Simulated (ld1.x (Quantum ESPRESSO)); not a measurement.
# H (Z = 1), PAW: configuration errors across variants

H, PAW, made with ld1.x (Quantum ESPRESSO) 7.5 (LDA (PZ), scalar-relativistic). Core none, reference 1s1. Waves: 1s (bound): rcut 1.05, rcutus 1.45 bohr; 1s channel at 3.9 Ry: rcut 1.05, rcutus 1.45 bohr; 2p channel at 0.35 Ry: rcut 1.35, rcutus 1.60 bohr; 2p channel at 0.95 Ry: rcut 1.35, rcutus 1.60 bohr. Local part: all-electron potential smoothed inside 1.55 bohr (lloc = -1). Core correction: none. Augmentation charge: BESSEL, radius 1.05 bohr.

All-electron excitation energies from the reference (eV): (1) 1s0.5 4.645; (2) 1s1 spin -0.897; (3) 1s0.5 spin 4.258.

Spin tests fill each open shell by Hund’s rule, majority spin first.

Errors AE − PS in meV (a dash: test not solved or not reliable):

```tsv
change	(1)	(2)	(3)	bound ghosts
base	0.0	0.0	0.0	none
all radii scaled by about 0.77 (s 1.12, p 1.24 bohr, rcut 0.82/1.04); local potential all-electron potential smoothed inside 1.20 bohr (lloc = -1); augmentation BESSEL, radius 0.82 bohr	0.0	0.0	0.0	none
all radii scaled by about 0.86 (s 1.24, p 1.38 bohr, rcut 0.90/1.16); local potential all-electron potential smoothed inside 1.32 bohr (lloc = -1); augmentation BESSEL, radius 0.90 bohr	0.0	0.0	0.0	none
all radii scaled by about 0.92 (s 1.34, p 1.48 bohr, rcut 0.98/1.26); local potential all-electron potential smoothed inside 1.44 bohr (lloc = -1); augmentation BESSEL, radius 0.98 bohr	0.0	0.0	0.0	none
all radii scaled by about 1.06 (s 1.54, p 1.70 bohr, rcut 1.12/1.44); local potential all-electron potential smoothed inside 1.66 bohr (lloc = -1); augmentation BESSEL, radius 1.12 bohr	0.0	0.0	0.0	none
all radii scaled by about 1.17 (s 1.70, p 1.86 bohr, rcut 1.22/1.58); local potential all-electron potential smoothed inside 1.80 bohr (lloc = -1); augmentation BESSEL, radius 1.22 bohr	+0.1	0.0	+0.1	none
all radii scaled by about 1.23 (s 1.78, p 1.96 bohr, rcut 1.28/1.66); local potential all-electron potential smoothed inside 1.90 bohr (lloc = -1); augmentation BESSEL, radius 1.28 bohr	-0.1	0.0	-0.1	none
all radii scaled by about 1.40 (s 2.02, p 2.24 bohr, rcut 1.46/1.88); local potential all-electron potential smoothed inside 2.16 bohr (lloc = -1); augmentation BESSEL, radius 1.46 bohr	-0.5	-0.1	-0.6	none
```

Give the same row for: all radii scaled by about 1.32 (s 1.92, p 2.12 bohr, rcut 1.38/1.78); local potential all-electron potential smoothed inside 2.04 bohr (lloc = -1); augmentation BESSEL, radius 1.38 bohr.

-0.3, 0.0, -0.3; bound ghosts: none.
